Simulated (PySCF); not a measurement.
PySCF job for C₉H₆N₄, SMILES C1=CC2=CC=NC3=CC=NC(=N1)N23, TDA-PBE/def2-SVP. Coordinates come from a PBE0-D3(BJ)/def2-SVP optimisation.

```python
import numpy as np
from pyscf import gto, scf, dft, tdscf

mol = gto.M(
    atom='''
    C    -1.61717218   -2.16730459    0.00000000
    C    -2.21358902   -0.91471077    0.00000000
    C    -1.38578325    0.21189600    0.00000000
    C    -1.83994467    1.54856191    0.00000000
    C    -0.90918995    2.56287535    0.00000000
    N     0.40779921    2.36192997    0.00000000
    C     0.85514355    1.11190140    0.00000000
    C     2.23504721    0.82874112    0.00000000
    C     2.64660136   -0.48461381    0.00000000
    N     1.82046946   -1.52809647    0.00000000
    C     0.51428131   -1.31913192    0.00000000
    N    -0.31348586   -2.36929218    0.00000000
    N    -0.00931644    0.00379745    0.00000000
    H    -2.24456377   -3.06728896    0.00000000
    H    -3.29448701   -0.78297920    0.00000000
    H    -2.91189536    1.74085535    0.00000000
    H    -1.23685179    3.60886434    0.00000000
    H     2.92008098    1.67420214    0.00000000
    H     3.71708610   -0.72131316    0.00000000
    ''',
    basis='def2-SVP',
    charge=0,
    spin=0,
    symmetry=True,
    max_memory=1600,
    verbose=4,
)
mf = dft.RKS(mol, xc='pbe').density_fit(auxbasis='def2-universal-jkfit')
mf.grids.level = 3
mf.conv_tol = 1e-9
mf.max_cycle = 100
mf.kernel()
mf.grids = dft.Grids(mol).set(level=1).build(with_non0tab=True)  # coarser grid for the response kernel
td = tdscf.TDA(mf)
td.singlet = True
td.nstates = 6
td.conv_tol = 1e-4
td.positive_eig_threshold = 1e-6
td.kernel(x0=td.get_init_guess(mf, 11))
td.analyze()
tt = tdscf.TDA(mf)
tt.singlet = False
tt.nstates = 2
tt.conv_tol = 1e-4
tt.positive_eig_threshold = 1e-6
tt.kernel(x0=tt.get_init_guess(mf, 7))
tt.analyze(verbose=3)
```

Program output:

```
PySCF version 2.14.0

[INPUT] verbose = 4
[INPUT] num. atoms = 19
[INPUT] num. electrons = 88
[INPUT] charge = 0
[INPUT] spin (= nelec alpha-beta = 2S) = 0
[INPUT] symmetry True subgroup None
[INPUT] Mole.unit = angstrom
[INPUT] Symbol           X                Y                Z      unit          X                Y                Z       unit  Magmom
[INPUT]  1 C     -1.617172180000  -2.167304590000   0.000000000000 AA   -3.056012516466  -4.095612103613   0.000000000000 Bohr   0.0
[INPUT]  2 C     -2.213589020000  -0.914710770000   0.000000000000 AA   -4.183077000144  -1.728552838490   0.000000000000 Bohr   0.0
[INPUT]  3 C     -1.385783250000   0.211896000000   0.000000000000 AA   -2.618750810510   0.400425406891   0.000000000000 Bohr   0.0
[INPUT]  4 C     -1.839944670000   1.548561910000   0.000000000000 AA   -3.476991510653   2.926357896833   0.000000000000 Bohr   0.0
[INPUT]  5 C     -0.909189950000   2.562875350000   0.000000000000 AA   -1.718120000707   4.843132502899   0.000000000000 Bohr   0.0
[INPUT]  6 N      0.407799210000   2.361929970000   0.000000000000 AA    0.770628820714   4.463400768702   0.000000000000 Bohr   0.0
[INPUT]  7 C      0.855143550000   1.111901400000   0.000000000000 AA    1.615987106688   2.101189123520   0.000000000000 Bohr   0.0
[INPUT]  8 C      2.235047210000   0.828741120000   0.000000000000 AA    4.223627102373   1.566093744965   0.000000000000 Bohr   0.0
[INPUT]  9 C      2.646601360000  -0.484613810000   0.000000000000 AA    5.001351731301  -0.915787377082   0.000000000000 Bohr   0.0
[INPUT] 10 N      1.820469460000  -1.528096470000   0.000000000000 AA    3.440188697535  -2.887683820215   0.000000000000 Bohr   0.0
[INPUT] 11 C      0.514281310000  -1.319131920000   0.000000000000 AA    0.971850826883  -2.492798050972   0.000000000000 Bohr   0.0
[INPUT] 12 N     -0.313485860000  -2.369292180000   0.000000000000 AA   -0.592402419324  -4.477313329274   0.000000000000 Bohr   0.0
[INPUT] 13 N     -0.009316440000   0.003797450000   0.000000000000 AA   -0.017605520056   0.007176140472   0.000000000000 Bohr   0.0
[INPUT] 14 H     -2.244563770000  -3.067288960000   0.000000000000 AA   -4.241610794421  -5.796336079302   0.000000000000 Bohr   0.0
[INPUT] 15 H     -3.294487010000  -0.782979200000   0.000000000000 AA   -6.225678169837  -1.479616249231   0.000000000000 Bohr   0.0
[INPUT] 16 H     -2.911895360000   1.740855350000   0.000000000000 AA   -5.502684733792   3.289739833984   0.000000000000 Bohr   0.0
[INPUT] 17 H     -1.236851790000   3.608864340000   0.000000000000 AA   -2.337311139778   6.819765223309   0.000000000000 Bohr   0.0
[INPUT] 18 H      2.920080980000   1.674202140000   0.000000000000 AA    5.518153313752   3.163783521761   0.000000000000 Bohr   0.0
[INPUT] 19 H      3.717086100000  -0.721313160000   0.000000000000 AA    7.024274710428  -1.363084322445   0.000000000000 Bohr   0.0

nuclear repulsion = 738.226984843485
point group symmetry = Cs
symmetry origin: [-2.14741620e-09  8.58966327e-10  0.00000000e+00]
symmetry axis x: [1.00000000e+00 9.03821691e-09 0.00000000e+00]
symmetry axis y: [-9.03821691e-09  1.00000000e+00  0.00000000e+00]
symmetry axis z: [0. 0. 1.]
num. orbitals of irrep A' = 154
num. orbitals of irrep A" = 58
number of shells = 96
number of NR pGTOs = 354
number of NR cGTOs = 212
basis = def2-SVP
ecp = {}


[settings echo left out]
init E= -566.715489208369
HOMO (A") = -0.241300492293102  LUMO (A") = -0.140328997777259  gap/eV = 2.74757
cycle= 1 E= -564.330484279528  delta_E= 2.39  |g|= 0.817  |ddm|= 5.67
HOMO (A') = -0.139447597862657  LUMO (A") = -0.119900787499143  gap/eV = 0.53190
cycle= 2 E= -562.99275852608  delta_E= 1.34  |g|= 2.44  |ddm|= 4.04
HOMO (A") = -0.159292384480459  LUMO (A") = -0.0844330154684556  gap/eV = 2.03703
cycle= 3 E= -564.47378178226  delta_E= -1.48  |g|= 0.292  |ddm|= 3.37
HOMO (A") = -0.187040546349995  LUMO (A") = -0.121436029077849  gap/eV = 1.78519
cycle= 4 E= -564.49017771082  delta_E= -0.0164  |g|= 0.153  |ddm|= 0.452
HOMO (A") = -0.182325359408929  LUMO (A") = -0.117196514916952  gap/eV = 1.77225
cycle= 5 E= -564.493649873802  delta_E= -0.00347  |g|= 0.0907  |ddm|= 0.242
HOMO (A") = -0.180163736209216  LUMO (A") = -0.114132491221898  gap/eV = 1.79680
cycle= 6 E= -564.495744353031  delta_E= -0.00209  |g|= 0.0322  |ddm|= 0.136
HOMO (A") = -0.179999462147751  LUMO (A") = -0.114076047954839  gap/eV = 1.79387
cycle= 7 E= -564.495992628574  delta_E= -0.000248  |g|= 0.0129  |ddm|= 0.0503
HOMO (A") = -0.18023509229978  LUMO (A") = -0.114324225691755  gap/eV = 1.79353
cycle= 8 E= -564.496034841325  delta_E= -4.22e-05  |g|= 0.00454  |ddm|= 0.0199
HOMO (A") = -0.18030253099591  LUMO (A") = -0.114342557532436  gap/eV = 1.79486
cycle= 9 E= -564.496040521138  delta_E= -5.68e-06  |g|= 0.000933  |ddm|= 0.00628
HOMO (A") = -0.180318778412969  LUMO (A") = -0.114340928893674  gap/eV = 1.79535
cycle= 10 E= -564.49604063456  delta_E= -1.13e-07  |g|= 0.000723  |ddm|= 0.00201
HOMO (A") = -0.180311284153255  LUMO (A") = -0.114336291322941  gap/eV = 1.79527
cycle= 11 E= -564.496040791865  delta_E= -1.57e-07  |g|= 0.00011  |ddm|= 0.000974
HOMO (A") = -0.180308728739733  LUMO (A") = -0.114331913725669  gap/eV = 1.79532
cycle= 12 E= -564.496040788411  delta_E= 3.45e-09  |g|= 0.00016  |ddm|= 0.000282
HOMO (A") = -0.180308625517791  LUMO (A") = -0.114335722614592  gap/eV = 1.79521
cycle= 13 E= -564.496040794945  delta_E= -6.53e-09  |g|= 1.8e-05  |ddm|= 0.000182
HOMO (A") = -0.180308305369149  LUMO (A") = -0.114334533461117  gap/eV = 1.79524
cycle= 14 E= -564.496040795008  delta_E= -6.25e-11  |g|= 6.23e-06  |ddm|= 2.27e-05
HOMO (A") = -0.180308743810341  LUMO (A") = -0.114335276051156  gap/eV = 1.79523
Extra cycle  E= -564.496040794953  delta_E= 5.48e-11  |g|= 1.46e-05  |ddm|= 2.61e-05
converged SCF energy = -564.496040794953
tot grids = 81936
Overwritten attributes  positive_eig_threshold  of <class 'pyscf.tdscf.rks.TDA'>


******** <class 'pyscf.tdscf.rks.TDA'> for <class 'pyscf.df.df_jk.DFSymAdaptedRKS'> ********
nstates = 6 singlet
deg_eia_thresh = 1.000e-03
wfnsym = None
conv_tol = 0.0001
eigh lindep = 1e-12
eigh level_shift = 0
eigh max_cycle = 100


Excitation energies (eV)
[1.92483404 2.94104978 3.08260344 3.58798257 3.72723718 3.92772436]

** Singlet excitation energies and oscillator strengths **
Excited State   1:   A'      1.92483 eV    644.13 nm  f=0.0010
      44 -> 45       -0.70342
Excited State   2:   A"      2.94105 eV    421.56 nm  f=0.0000
      43 -> 45       -0.70561
Excited State   3:   A"      3.08260 eV    402.21 nm  f=0.0000
      42 -> 45        0.70598
Excited State   4:   A"      3.58798 eV    345.55 nm  f=0.0001
      41 -> 45        0.70561
Excited State   5:   A'      3.72724 eV    332.64 nm  f=0.0759
      40 -> 45       -0.35952
      44 -> 46        0.59185
Excited State   6:   A'      3.92772 eV    315.66 nm  f=0.1436
      39 -> 45        0.25680
      44 -> 47       -0.62969

** Transition electric dipole moments (AU) **
state          X           Y           Z        Dip. S.      Osc.
  1        -0.0912     -0.1152     -0.0000      0.0216      0.0010
  2         0.0000     -0.0000      0.0214      0.0005      0.0000
  3         0.0000      0.0000     -0.0119      0.0001      0.0000
  4        -0.0000     -0.0000      0.0326      0.0011      0.0001
  5         0.0919     -0.9073      0.0000      0.8316      0.0759
  6        -1.2172     -0.1032      0.0000      1.4923      0.1436

** Transition velocity dipole moments (imaginary part, AU) **
state          X           Y           Z        Dip. S.      Osc.
  1         0.0133      0.0213      0.0000      0.0006      0.0059
  2         0.0000     -0.0000      0.0012      0.0000      0.0000
  3         0.0000      0.0000     -0.0110      0.0001      0.0007
  4        -0.0000     -0.0000      0.0147      0.0002      0.0011
  5        -0.0090      0.1096      0.0000      0.0121      0.0589
  6         0.0841      0.0004      0.0000      0.0071      0.0327

** Transition magnetic dipole moments (imaginary part, AU) **
state          X           Y           Z
  1        -0.0000      0.0000     -2.4793
  2         0.2227      0.0162     -0.0000
  3        -0.1024     -0.0221     -0.0000
  4        -0.0156      0.1855     -0.0000
  5        -0.0000     -0.0000      0.1352
  6        -0.0000      0.0000      0.0957


******** <class 'pyscf.tdscf.rks.TDA'> for <class 'pyscf.df.df_jk.DFSymAdaptedRKS'> ********
nstates = 2 triplet
deg_eia_thresh = 1.000e-03
wfnsym = None
conv_tol = 0.0001
eigh lindep = 1e-12
eigh level_shift = 0
eigh max_cycle = 100


Excitation energies (eV)
[1.70174725 2.58584706]

** Triplet excitation energies and oscillator strengths **
Excited State   1:   A'      1.70175 eV    728.57 nm  f=0.0000
Excited State   2:   A'      2.58585 eV    479.47 nm  f=0.0000
```

The calculation finished and met its thresholds.
